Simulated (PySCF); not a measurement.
## Static response to an electric field

C₅H₆O₂.
SMILES with atom numbers: `[CH3:1][O:2][c:3]1[cH:4][cH:5][o:6][cH:7]1` (hydrogens: H8, H9, H10 on C1; H11 on C4; H12 on C5; H13 on C7)

Structure used (GFN2-xTB), in Å, numbered top down from 1:
```
atom  x, y, z in Å
C1    -2.2015   -0.0083   -0.0011
O2    -1.1135    0.8250   -0.3204
C3     0.1146    0.2888   -0.1195
C4     1.3292    0.9985   -0.3392
C5     2.3234    0.1271   -0.0255
O6     1.8254   -1.0520    0.3676
C7     0.4767   -0.9567    0.3109
H8    -2.2053   -0.9119   -0.6193
H9    -2.1794   -0.2983    1.0545
H10   -3.0983    0.5749   -0.2015
H11    1.4177    2.0073   -0.6819
H12    3.3902    0.2290   -0.0391
H13   -0.0834   -1.8230    0.5969
```

Level: CAM-B3LYP/def2-SVPD (PySCF), static field, nuclei fixed, core orbitals frozen in the response. The polarisability tensor in these axes (au):

```
x   80.51  1.14 -0.05
y    1.14 62.58 -5.99
z   -0.05 -5.99 46.93
```

Q: Diagonalise the tensor; give its mean and Δα, where Δα² is half the sum of the squared differences of the eigenvalues.

A: Principal values 44.90, 64.53 and 80.59 au; mean 63.34 au = 9.39 Å³ = 10.44 × 10⁻⁴⁰ C²·m²/J; Δα = 30.96 au (49 % of the mean).

Q: What is the dipole moment, and where does it point?

A: (-0.89, -0.32, 0.16) D, 0.96 D in size, pointing from the negative to the positive side. Measured along this direction, the outermost atoms are H12 at the negative end and H10 at the positive end.

Q: Give the eigenvalues of the traceless quadrupole moment Θ = ½Σq(3rr − r²1), origin at the centre of nuclear charge.

A: -5.72, -5.45, 11.17 D·Å. The values depend on the origin, since the dipole doesn't vanish. The electronic extent ⟨r²⟩ about the same centre is 728 bohr², a root-mean-square distance of 1.98 Å for the 52 electrons.

Q: Find the Langevin capture rate constant for NH4+ (18.034 u) meeting this molecule (98.037 u), k = 2.342 × 10⁻⁹ cm³/s × √(α in Å³ / reduced mass in u).

A: The reduced mass is 15.23 u, so k = 1.84 × 10⁻⁹ cm³/s. The formula leaves out the permanent dipole, which adds to the capture rate.

Q: Molar refractivity from α?

A: Lorentz–Lorenz: R = (4π/3)N_A α = 2.5225 cm³/(mol·Å³) × 9.39 Å³ = 23.7 cm³/mol, in the limit of long wavelengths.

Q: How large is μ²/3kT at 400 K beside α?

A: In Gaussian units μ²/3kT = 5.58 Å³ against 9.39 Å³, a ratio of 0.59; the Debye molar polarisation (4π/3)N_A(α + μ²/3kT) is 37.8 cm³/mol, leaving out the vibrational part.

Q: In TDDFT the mean static polarisability is Σ f/ω² over all singlet excitations (ω in hartree). How much of it do the 8 lowest give? Their energies (eV) and oscillator strengths: 6.06, 0.1115; 6.22, 0.0113; 6.68, 0.0072; 6.87, 0.0564; 6.90, 0.0169; 7.42, 0.0253; 7.53, 0.0002; 7.76, 0.1638.

A: They add up to 6.09 au, 9.6 % of the 63.34 au; the largest single term is 2.25 au, from the state at 6.06 eV. Terms in order: 2.25, 0.22, 0.12, 0.88, 0.26, 0.34, 0.00, 2.01 au. Higher excitations give the rest. The strengths listed sum to 0.393.

Geometry: GFN2-xTB, one conformer, isolated molecule.
